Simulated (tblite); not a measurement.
C5H7OS (doublet state).
SMILES with atom numbers: `[SH:1][CH2:2][C@@H:3]1[CH:4][CH:5]=[CH:6][O:7]1` (hydrogens: H8 on S1; H9, H10 on C2; H11 on C3; H12 on C4; H13 on C5; H14 on C6)

Computed geometry: GFN2-xTB, gas phase. This method treats the open shell by occupation alone, without spin polarisation.

(1) List the bond lengths, angles and torsions at this level.

## Answers

(1) 
| bond | length (pm) | order |
| --- | --- | --- |
| S1–C2 | 182.1 | single |
| C2–C3 | 154.0 | single |
| C3–C4 | 149.2 | single |
| C4–C5 | 137.8 | single |
| C5=C6 | 137.8 | double |
| C6–O7 | 135.8 | single |
| C3–O7 | 142.5 | single |
| S1–H8 | 133.0 | single |
| C2–H9 | 108.8 | single |
| C2–H10 | 109.0 | single |
| C3–H11 | 110.2 | single |
| C4–H12 | 106.9 | single |
| C5–H13 | 107.2 | single |
| C6–H14 | 107.1 | single |

Orders are formal, as drawn. A selection of angles:
| angle | degrees |
| --- | --- |
| C2–S1–H8 | 95.1 |
| S1–C2–C3 | 112.1 |
| S1–C2–H9 | 106.1 |
| S1–C2–H10 | 108.8 |
| C3–C2–H9 | 110.1 |
| C3–C2–H10 | 109.9 |
| H9–C2–H10 | 109.7 |
| C2–C3–C4 | 111.9 |
| C2–C3–O7 | 109.7 |
| C2–C3–H11 | 108.0 |
| C4–C3–O7 | 104.8 |
| C4–C3–H11 | 113.9 |
| O7–C3–H11 | 108.3 |
| C3–C4–C5 | 107.3 |
| C3–C4–H12 | 123.7 |
| C5–C4–H12 | 129.0 |
| C4–C5–C6 | 108.0 |
| C4–C5–H13 | 126.8 |
| C6–C5–H13 | 125.3 |
| C5–C6–O7 | 112.0 |
| C5–C6–H14 | 131.5 |
| O7–C6–H14 | 116.5 |
| C3–O7–C6 | 107.8 |

Torsions: S1–C2–C3–C4 -176° (antiperiplanar); C2–C3–C4–C5 -116° (anticlinal); C3–C4–C5–C6 -2° (synperiplanar); C4–C5–C6–O7 0° (synperiplanar); C5–C6–O7–C3 2° (synperiplanar); C2–C3–O7–C6 117° (anticlinal); H8–S1–C2–C3 -54° (synclinal).

C4 (carbon bonded to 2 C and H) is planar (angles 129.0°, 123.7° and 107.3°, sum 360.0°, 0.01 Å off the plane of its three neighbours). The 5-membered ring C3–C4–C5–C6–O7 has internal angles of 104.8° to 112.0° (sum 540°, against 540° for a flat polygon); it is almost planar, 0.01 Å rms from its mean plane, widest ring torsion 3°. The 4 C–C bonds span 1.378 Å (C4–C5, drawn single in one of several resonance forms) to 1.540 Å (C2–C3, drawn single), a spread of 0.162 Å. C6 (carbon bonded to C, O and H) is planar (angles 131.5°, 116.5° and 112.0°, sum 360.0°, 0.00 Å off the plane of its three neighbours). S1 (sulfur bonded to C and H) is bent (angle 95.1°). C5 (carbon bonded to 2 C and H) is planar (angles 126.8°, 125.3° and 108.0°, sum 360.0°, 0.00 Å off the plane of its three neighbours). Of the pairs four or more bonds apart, O7···H8 is among the closest relative to their van der Waals radii: 2.57 Å, 95 % of the sum of Bondi's values.

Point group: C1 (no symmetry element, even within 0.4 Å). Its GFN2-xTB frequencies are all real (lowest 70 cm⁻¹). Torsions: H–S1–C2–C3 -54°, S1–C2–C3–C4 -176°. 3 starts were optimised and ended at 0.00, 0.79 and 1.40 kcal/mol (GFN2-xTB); the lowest of these is shown.

On one thread of an Arm Neoverse V1, no GPU (shared host), this took 0.26 s of wall time. This is the geometry optimisation.

One conformer stands for the species.
